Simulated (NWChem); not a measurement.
All runs are NWChem calculations. System: digermane (H6Ge2), charge 0, spin multiplicity 1, at a geometry optimised with PBE/def2-SVP. Level: PBE/x2c-SVPall-2c, spin-orbit ZORA.

Input file:

```
start mol
memory heap 200 mb stack 900 mb global 1100 mb
geometry units angstroms nocenter noautoz noautosym
  Ge     1.217923     0.051500    -0.000019
  Ge    -1.217923    -0.051500    -0.000019
  H      1.727754     0.811860     1.252695
  H      1.730105     0.789125    -1.265417
  H      1.820909    -1.378114     0.013339
  H     -1.727754    -0.811860     1.252695
  H     -1.730105    -0.789125    -1.265417
  H     -1.820909     1.378114     0.013339
end
basis spherical
  * library x2c-svpall-2c
end
relativistic
  zora on
end
dft
  xc xpbe96 cpbe96
  semidirect memsize 60000000 filesize 0
  iterations 100
  grid fine
end
task sodft energy
```

NWChem printed:

```
             Northwest Computational Chemistry Package (NWChem) 7.3.0
             --------------------------------------------------------

                                NWChem Input Module
                                -------------------

 Scaling coordinates for geometry "geometry" by  1.889725989
 (inverse scale =  0.529177249)

                             Geometry "geometry" -> ""
                             -------------------------

 Output coordinates in angstroms (scale by  1.889725989 to convert to a.u.)

  No.       Tag          Charge          X              Y              Z
 ---- ---------------- ---------- -------------- -------------- --------------
    1 Ge                  32.0000     1.21792300     0.05150000    -0.00001900
    2 Ge                  32.0000    -1.21792300    -0.05150000    -0.00001900
    3 H                    1.0000     1.72775400     0.81186000     1.25269500
    4 H                    1.0000     1.73010500     0.78912500    -1.26541700
    5 H                    1.0000     1.82090900    -1.37811400     0.01333900
    6 H                    1.0000    -1.72775400    -0.81186000     1.25269500
    7 H                    1.0000    -1.73010500    -0.78912500    -1.26541700
    8 H                    1.0000    -1.82090900     1.37811400     0.01333900

 Effective nuclear repulsion energy (a.u.)     320.8250798370

            Nuclear Dipole moment (a.u.)
            ----------------------------
        X                 Y               Z
 ---------------- ---------------- ----------------
     0.0000000000     0.0000000000     0.0000340151


 Summary of "ao basis" -> "" (spherical)
 ------------------------------------------------------------------------------
       Tag                 Description            Shells   Functions and Types
 ---------------- ------------------------------  ------  ---------------------
 *                       x2c-svpall-2c                on all atoms

  pbe96 is a nonlocal functional; adding pw91lda local functional.

                                 NWChem DFT Module
                                 -----------------

 Summary of "ao basis" -> "ao basis" (spherical)
 ------------------------------------------------------------------------------
       Tag                 Description            Shells   Functions and Types
 ---------------- ------------------------------  ------  ---------------------
 Ge                      x2c-svpall-2c              14       38   5s6p3d
 H                       x2c-svpall-2c               3        5   2s1p

 Summary of "ao basis" -> "ao basis" (spherical)
 ------------------------------------------------------------------------------
       Tag                 Description            Shells   Functions and Types
 ---------------- ------------------------------  ------  ---------------------
 Ge                      x2c-svpall-2c              14       38   5s6p3d
 H                       x2c-svpall-2c               3        5   2s1p

            General Information
            -------------------
          SCF calculation type: DFT
          Wavefunction type:  closed shell.
          No. of atoms     :     8
          No. of electrons :    70
           Alpha electrons :    35
            Beta electrons :    35
          Charge           :     0
          Spin multiplicity:     1
          Use of symmetry is: off; symmetry adaption is: off
          Maximum number of iterations: 100
          AO basis - number of functions:   106
                     number of shells:    46
          Convergence on energy requested:  1.00D-06
          Convergence on density requested:  1.00D-05
          Convergence on gradient requested:  5.00D-04

              XC Information
              --------------
          PerdewBurkeErnzerhof Exchange Functional  1.000
            Perdew 1991 LDA Correlation Functional  1.000 local
           PerdewBurkeErnz. Correlation Functional  1.000 non-local

             Grid Information
             ----------------
          Grid used for XC integration:  fine
          Radial quadrature: Mura-Knowles
          Angular quadrature: Lebedev.
          Tag              B.-S. Rad. Rad. Pts. Rad. Cut. Ang. Pts.
          ---              ---------- --------- --------- ---------
          Ge                  1.25      140          10.0       974
          H                   0.35       60          12.0       590
          Grid pruning is: on
          Number of quadrature shells:   640
          Spatial weights used:  Erf1

          Convergence Information
          -----------------------
          Convergence aids based upon iterative change in
          total energy or number of iterations.
          Levelshifting, if invoked, occurs when the
          HOMO/LUMO gap drops below (HL_TOL):  1.00D-02
          DIIS, if invoked, will attempt to extrapolate
          using up to (NFOCK): 10 stored Fock matrices.

                    Damping( 0%)  Levelshifting(0.5)       DIIS
                  --------------- ------------------- ---------------
          dE  on:    start            ASAP                start
          dE off:    2 iters        100 iters           100 iters

      Screening Tolerance Information
      -------------------------------
          Density screening/tol_rho:  1.00D-10
          AO Gaussian exp screening on grid/accAOfunc:  14
          CD Gaussian exp screening on grid/accCDfunc:  20
          XC Gaussian exp screening on grid/accXCfunc:  20
          Schwarz screening/accCoul:  1.00D-10

 Performing spin-orbit DFT (SO-DFT) calculations
 -----------------------------------------------
[...]
               -----      ----    ------     -----      ----
     calls:        1         0         0         0         0
   data(b): 5.24e+05  0.00e+00  0.00e+00  0.00e+00
   time(s): 0.00e+00  0.00e+00  0.00e+00  0.00e+00  0.00e+00
rate(mb/s): 0.00e+00  0.00e+00
------------------------------------------------------------

   convergence    iter        energy       DeltaE   RMS-Dens  Diis-err    time
 ---------------- ----- ----------------- --------- --------- ---------  ------
 d= 0,ls=0.0,diis     1  -4219.3021901576 -4.54D+03  4.60D-02  2.04D+02    25.6
                                                     4.60D-02  2.04D+02
 d= 0,ls=0.0,diis     2  -4219.8088549509 -5.07D-01  3.03D-03  2.84D-01    27.1
                                                     3.03D-03  2.84D-01
 d= 0,ls=0.0,diis     3  -4219.8023896017  6.47D-03  1.85D-03  1.04D-01    28.6
                                                     1.85D-03  1.04D-01
 d= 0,ls=0.0,diis     4  -4219.8198227053 -1.74D-02  2.45D-04  2.02D-02    30.6
                                                     2.45D-04  2.02D-02
 d= 0,ls=0.0,diis     5  -4219.8213512570 -1.53D-03  2.07D-04  8.00D-04    32.9
                                                     2.07D-04  8.00D-04
 d= 0,ls=0.0,diis     6  -4219.8216837370 -3.32D-04  1.02D-05  1.86D-06    34.8
                                                     1.02D-05  1.86D-06
 d= 0,ls=0.0,diis     7  -4219.8216843219 -5.85D-07  1.52D-06  6.53D-08    36.3
                                                     1.52D-06  6.53D-08
  zoraso: enough mem for repl

      Total SO-DFT energy =    -4219.821684340225
      One electron energy =    -6507.458537654782
           Coulomb energy =     2128.853399035064
    Exchange-Corr. energy =     -162.041625557521
 Nuclear repulsion energy =      320.825079837014

       Scaling correction =       24.156449363377

 Numeric. integr. density =       69.999998891353

     Total iterative time =     15.5s

                       DFT Final Molecular Orbital Analysis
                       ------------------------------------

 Vector   68  Occ=1.000000D+00  E=-2.923232D-01
              MO Center= -3.6D-04,  3.1D-03, -3.2D-03, r^2= 1.6D+00
  Bfn.         Coefficient        Function           Bfn.         Coefficient        Function
  ----     -------------------  ------------         ----     -------------------  ------------
    97    -0.154742   0.019107  7 H  s                 77    -0.154272   0.021367  3 H  s
   193     0.046892  -0.144677  5 H  s                208     0.049092  -0.143415  8 H  s
   198     0.069470   0.126976  6 H  s                188     0.071332   0.125219  4 H  s
    82     0.097407   0.091448  4 H  s                 92     0.095002   0.092886  6 H  s
   102     0.059702  -0.112001  8 H  s                 87     0.056779  -0.112838  5 H  s

 Vector   69  Occ=1.000000D+00  E=-2.601753D-01
              MO Center= -4.9D-08,  1.9D-08,  1.6D-04, r^2= 3.6D+00
  Bfn.         Coefficient        Function           Bfn.         Coefficient        Function
  ----     -------------------  ------------         ----     -------------------  ------------
    53     0.322708  -0.000228  2 Ge px                15    -0.322708   0.000228  1 Ge px
    18    -0.237617   0.000290  1 Ge px                56     0.237617  -0.000290  2 Ge px
    47    -0.170368   0.000391  2 Ge px                 9     0.170368  -0.000391  1 Ge px
   102    -0.116769   0.014391  8 H  s                 87    -0.116769   0.014391  5 H  s
    92    -0.116799  -0.007311  6 H  s                 77    -0.116799  -0.007311  3 H  s

 Vector   70  Occ=1.000000D+00  E=-2.601753D-01
              MO Center=  4.8D-10, -1.3D-10, -3.3D-05, r^2= 1.2D-02
  Bfn.         Coefficient        Function           Bfn.         Coefficient        Function
  ----     -------------------  ------------         ----     -------------------  ------------
   159    -0.300097  -0.118669  2 Ge px               121     0.300097   0.118669  1 Ge px
   124     0.220923   0.087492  1 Ge px               162    -0.220923  -0.087492  2 Ge px
   153     0.158332   0.062901  2 Ge px               115    -0.158332  -0.062901  1 Ge px
   208     0.103335   0.056249  8 H  s                193     0.103335   0.056249  5 H  s
   198     0.111329   0.036073  6 H  s                183     0.111329   0.036073  3 H  s

 Vector   71  Occ=0.000000D+00  E=-1.822465D-02
              MO Center=  1.4D-08, -1.4D-08, -5.5D-04, r^2= 5.7D+00
  Bfn.         Coefficient        Function           Bfn.         Coefficient        Function
  ----     -------------------  ------------         ----     -------------------  ------------
     5     1.125930  -0.000001  1 Ge s                 43    -1.125930   0.000001  2 Ge s
    18    -0.790665  -0.001072  1 Ge px                56    -0.790665  -0.001072  2 Ge px
    42    -0.582708  -0.000001  2 Ge s                  4     0.582708   0.000001  1 Ge s
    83    -0.320428  -0.013999  4 H  s                 98     0.320427   0.013999  7 H  s
   103     0.319383  -0.028808  8 H  s                 88    -0.319383   0.028808  5 H  s

 Vector   72  Occ=0.000000D+00  E=-1.822465D-02
              MO Center= -6.0D-10, -8.7D-10, -3.7D-06, r^2= 3.3D-03
  Bfn.         Coefficient        Function           Bfn.         Coefficient        Function
  ----     -------------------  ------------         ----     -------------------  ------------
   111     0.734385  -0.853462  1 Ge s                149    -0.734385   0.853462  2 Ge s
   124    -0.514896   0.600029  1 Ge px               162    -0.514896   0.600029  2 Ge px
   148    -0.380069   0.441697  2 Ge s                110     0.380069  -0.441697  1 Ge s
   189    -0.198387   0.252017  4 H  s                204     0.198386  -0.252017  7 H  s
   209     0.230153  -0.223305  8 H  s                194    -0.230153   0.223305  5 H  s

 Vector   73  Occ=0.000000D+00  E=-6.264549D-04
              MO Center= -7.7D-07, -1.0D-06,  2.7D-04, r^2= 1.4D+00
  Bfn.         Coefficient        Function           Bfn.         Coefficient        Function
  ----     -------------------  ------------         ----     -------------------  ------------
   125    -0.372509   0.385416  1 Ge py               163    -0.372462   0.385379  2 Ge py
    20     0.398500   0.352752  1 Ge pz                58     0.398462   0.352707  2 Ge pz
   194    -0.375260   0.345795  5 H  s                209     0.375194  -0.345746  8 H  s
    98     0.331795   0.294293  7 H  s                 83     0.330679   0.292590  4 H  s
    78    -0.324566  -0.287436  3 H  s                 93    -0.323359  -0.285625  6 H  s

   alpha - beta orbital overlaps
   -----------------------------

   alpha      1      2      3      4      5      6      7      8      9     10
    beta      1      2      3      4      4      6      7      8      9     10
 overlap   1.132  1.353  1.391  0.518  0.091  0.671  0.671  0.671  1.167  1.167

   alpha     11     12     13     14     15     16     17     18     19     20
    beta     11      6      7      8     15     87     82     15     87     82
 overlap   1.167  0.202  0.202  0.202  0.111  0.118  0.105  0.080  0.078  0.069

   alpha     21     22     23     24     25     26     27     28     29     30
    beta      6      7      8     24     25     26     27     28     24     25
 overlap   0.017  0.016  0.016  0.701  0.701  0.701  0.701  0.701  0.238  0.238

   alpha     31     32     33     34     35     36     37     38     39     40
    beta     26     27     28     24     25     26     27     28     39     40
 overlap   0.238  0.238  0.238  0.038  0.037  0.037  0.039  0.038  1.132  1.353

   alpha     41     42     43     44     45     46     47     48     49     50
    beta     41     42     42     44     45     46     47     48     49     44
 overlap   1.391  0.518  0.091  0.671  0.671  0.671  1.167  1.167  1.167  0.202

   alpha     51     52     53     54     55     56     57     58     59     60
    beta     45     46     53    102     97     53    102     97     44     45
 overlap   0.202  0.202  0.111  0.118  0.105  0.080  0.078  0.069  0.017  0.016

   alpha     61     62     63     64     65     66     67     68     69     70
    beta     46     62     63     64     65     66     62     63     64     65
 overlap   0.016  0.701  0.701  0.701  0.701  0.701  0.238  0.238  0.238  0.238

   alpha     71     72     73     74     75     76     77     78     79     80
    beta     66     62     63     64     65     66     77     77      4      4
 overlap   0.238  0.038  0.037  0.037  0.039  0.038  0.181  0.092  0.004  0.004

   alpha     81     82     83     84     85     86     87     88     89     90
    beta      4     82     82      4      4      4     87     87      4      4
 overlap   0.007  0.181  0.092  0.004  0.004  0.007  0.181  0.092  0.004  0.008

   alpha     91     92     93     94     95     96     97     98     99    100
    beta     25     92     92     42     42     42     97     97     42     42
 overlap   0.002  0.181  0.092  0.004  0.004  0.007  0.181  0.092  0.004  0.004

   alpha    101    102    103    104    105    106
    beta     42    102    102     42     42     63
 overlap   0.007  0.181  0.092  0.004  0.008  0.002

     --------------------------
     Expectation value of S2:
     --------------------------
      <S2> =      0.0022 (Exact =     0.0000)

     Multipole analysis of the density
     ---------------------------------

     L   x y z        total         alpha         beta         nuclear
     -   - - -        -----         -----         ----         -------
     0   0 0 0      0.000000    -35.000000    -35.000000     70.000000

     1   1 0 0      0.000000      0.000000      0.000000      0.000000
     1   0 1 0     -0.000000     -0.000000     -0.000000      0.000000
     1   0 0 1     -0.000122     -0.000078     -0.000078      0.000034

     2   2 0 0    -29.916270   -217.654862   -217.654862    405.393453
     2   1 1 0     -0.026268     -8.104025     -8.104025     16.181781
     2   1 0 1      0.000000      0.000000      0.000000      0.000000
     2   0 2 0    -29.277950    -26.301732    -26.301732     23.325514
     2   0 1 1      0.000000      0.000000      0.000000     -0.000000
     2   0 0 2    -29.276277    -25.960922    -25.960922     22.645568

 Task  times  cpu:       37.7s     wall:       37.7s

 Total times  cpu:       37.7s     wall:       37.7s
```
